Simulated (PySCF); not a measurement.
C3H9AlO, SMILES C[CH2][AlH][O]C. Atoms are numbered in the order given.

```xyz
14

Al     0.0904     0.3354     0.2921
H      0.3194     1.5587     1.2876
C     -1.1020     0.3676    -1.2573
C     -1.8961     1.6573    -1.4644
H     -1.7823    -0.4998    -1.1697
H     -0.4881     0.1423    -2.1494
H     -1.2368     2.5313    -1.5920
H     -2.5496     1.8812    -0.6054
H     -2.5435     1.6114    -2.3557
O      0.9440    -1.1065     0.5933
C      1.8597    -1.6019     1.5093
H      2.7909    -1.9145     1.0031
H      2.1366    -0.8646     2.2878
H      1.4563    -2.4922     2.0248
```

The structure is a stationary point at PBE0-D3(BJ)/def2-SVP. The structure was generated by enumeration; whether it is a known compound was not checked. The values are those of a single conformer.

Calculation: TDDFT-CAM-B3LYP/def2-SVPD (PySCF 2.14.0).

Vertical excitations. 

Computed excitation energies, oscillator strengths and character:
| state | energy (eV) | λ (nm) | f | main pairs |
|---|---|---|---|---|
| S1 | 5.62 | 220 | 0.002 | HOMO→LUMO 97 % |
| S2 | 6.53 | 190 | 0.004 | HOMO−2→LUMO 96 % |
| S3 | 6.78 | 183 | 0.082 | HOMO→LUMO+1 73 %, HOMO−1→LUMO 16 % |
| S4 | 6.83 | 182 | 0.048 | HOMO−1→LUMO 77 %, HOMO→LUMO+1 14 % |
| S5 | 7.15 | 173 | 0.003 | HOMO−1→LUMO+1 74 %, HOMO−1→LUMO+2 12 % |
| S6 | 7.17 | 173 | 0.038 | HOMO−2→LUMO+1 44 %, HOMO→LUMO+2 36 % |
| S7 | 7.52 | 165 | 0.001 | HOMO→LUMO+2 36 %, HOMO−2→LUMO+1 30 %, HOMO→LUMO+3 13 %, HOMO−2→LUMO+2 8 % |
| S8 | 8.01 | 155 | 0.241 | HOMO→LUMO+3 55 %, HOMO−2→LUMO+2 14 %, HOMO−2→LUMO+3 10 %, HOMO→LUMO+2 10 % |
| S9 | 8.10 | 153 | 0.007 | HOMO−1→LUMO+2 51 %, HOMO−1→LUMO+3 32 % |
| S10 | 8.24 | 150 | 0.027 | HOMO−2→LUMO+2 46 %, HOMO→LUMO+4 14 %, HOMO→LUMO+3 12 % |
| T1 | 5.27 | 235 | 0 | HOMO→LUMO 94 % |
| T2 | 6.11 | 203 | 0 | HOMO−1→LUMO 93 % |
| T3 | 6.20 | 200 | 0 | HOMO→LUMO+1 70 %, HOMO→LUMO+3 14 % |
| T4 | 6.30 | 197 | 0 | HOMO−2→LUMO 92 % |
Triplets are in the Tamm–Dancoff approximation, which puts them higher than full response would, so one can lie above its singlet here.
